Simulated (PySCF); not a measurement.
**Ru²⁷⁺: ionisation energy**

Ru²⁷⁺ [Ne] 3s2 3p5 (2P) → Ru²⁸⁺ [Ne] 3s2 3p4 (3P), as a difference of total energies. Calculation: PySCF 2.14, in an even-tempered Gaussian basis (18 s from 3.4 bohr⁻², ratio 2.5; 12 p from 4.4 bohr⁻², ratio 2.5; 5 d from 21 bohr⁻², ratio 2.7; 4 f from 32 bohr⁻², ratio 2.7); the spin-free X2C one-electron Hamiltonian (Gaussian nucleus). Correlated levels: outer shells: 1s2 frozen; virtual orbitals above 40 to 60 times the deepest correlated orbital energy dropped. The calculations carry no spin-orbit coupling.

| method | ionisation energy (eV) |
| --- | --- |
| UHF | 1517.8 |
| MP2 (outer shells) | 1518.8 |
| SCS-MP2 (outer shells) | 1518.7 |
| CCSD (outer shells) | 1518.7 |
| CCSD(T) (outer shells) | 1518.7 |

Spin-orbit coupling is strong in these open shells (close to jj coupling). The scalar numbers leave it out and a first-order estimate fails, so it can dominate the gap to the real levels.

Breit and QED terms and the two-electron picture change are absent.

For comparison: 1506.7 ± 1.6 eV (semi-empirical (NIST evaluation); NIST Atomic Spectra Database, ionization energies).
